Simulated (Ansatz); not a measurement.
Geometry optimisation, RHF/def2-SVP (Ansatz 0.2.0).

Input:

```yaml
crystal:
  periodic: [false, false, false]
  atoms:
    - { symbol: W, position_ang: [0.324423, 0.256295, -0.397383] }
    - { symbol: Cl, position_ang: [-0.5681, 0.413842, 3.082076] }
    - { symbol: F, position_ang: [1.724934, -0.481962, -1.321679] }
    - { symbol: F, position_ang: [-0.457436, 1.863213, 0.014976] }
    - { symbol: F, position_ang: [-1.236305, -0.595954, 0.040776] }
    - { symbol: H, position_ang: [0.757556, -0.927657, 0.673086] }
    - { symbol: F, position_ang: [-0.379555, 0.261588, -2.109873] }
    - { symbol: Br, position_ang: [2.232745, 1.289164, 0.945169] }
    - { symbol: H, position_ang: [0.548038, 1.12067, 3.119051] }
basis:
  gaussian: { orbitals: def2-SVP }
hamiltonian:
  xc: hf
relax:
  f_tol: 0.03
  max_steps: 50
```

Launched with:

```bash
$ ansatz run input.yaml --threads 4 --pin off --max-ram 5120MiB --backend cpu --events-out ev --progress --plain --runs-dir out
```

Problem. Where does it end, and by what steps?

Solution. The forces met the threshold. After 10 steps the energy has fallen by 0.142 eV; H9 moved furthest, 0.73 Å.

| step | energy less start (eV) | largest force component (eV/Å) | accepted |
| --- | --- | --- | --- |
| 0 | 0.0000 | 1.331 | yes |
| 1 | -0.0840 | 0.570 | yes |
| 2 | -0.1138 | 0.694 | yes |
| 3 | -0.1359 | 0.203 | yes |
| 4 | -0.1376 | 0.183 | yes |
| 5 | -0.1406 | 0.036 | yes |
| 6 | -0.1409 | 0.048 | yes |
| 7 | -0.1414 | 0.083 | yes |
| 8 | -0.1418 | 0.091 | yes |
| 9 | -0.1419 | 0.089 | yes |
| 10 | -0.1424 | 0.011 | yes |

```xyz
9
Properties=species:S:1:pos:R:3
W 0.392 0.247 -0.545
Cl -0.563 0.326 3.496
F 1.705 -0.579 -1.529
F -0.369 1.861 -0.100
F -1.165 -0.543 0.017
H 0.836 -0.928 0.532
F -0.404 0.262 -2.220
Br 2.318 1.230 0.669
H 0.195 1.323 3.725
```

Whether the end is a true minimum wasn't checked by a vibrational analysis.

The run took 24 s on 4 threads of Arm Neoverse V2, with other jobs on the host, peak memory 0.48 GiB.
